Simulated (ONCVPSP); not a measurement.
## germanium: excitation energies, all-electron against ONCV

* Element: Ge
* Generator: ONCVPSP 4.0.1
* Type: optimised norm-conserving Vanderbilt (ONCV)
* Functional: LDA (Perdew-Wang 92)
* Relativity: scalar-relativistic
* Frozen core: [Ar] 3d10
* Valence charge: 4
* Reference configuration: 4s2 4p1 (charge +1)
* Partial waves: 4s: rc 1.45 bohr, ncon 4, nbas 8, qcut 3.5 1/bohr, local; 4p: rc 1.80 bohr, ncon 4, nbas 9, qcut 4.5 1/bohr, 2 projectors, debl 2.3 Ha
* Local potential: the s channel
* Core correction: Teter function, fcfact 5.25, rcfact 1.1

Energies are relative to the spin-unpolarised reference configuration 4s2 4p1; without spin polarisation the order of configurations can differ from experiment.

Give the all-electron excitation energy and the error of the potential for: 4s2 4p2; 4s2 4p0; 4s1 4p0; 4s1 4p3.

```csv
valence configuration,charge,ΔE all-electron (eV),error AE − PS (meV)
4s2 4p2,0,-7.630,+4.7
4s2 4p0,+2,15.710,+8.1
4s1 4p0,+3,50.925,+54
4s1 4p3,0,0.415,+7.3
```

Levels in the configuration 4s2 4p0:

| level | all-electron (eV) | pseudo (eV) |
| --- | --- | --- |
| 4s | -29.632 | -29.613 |
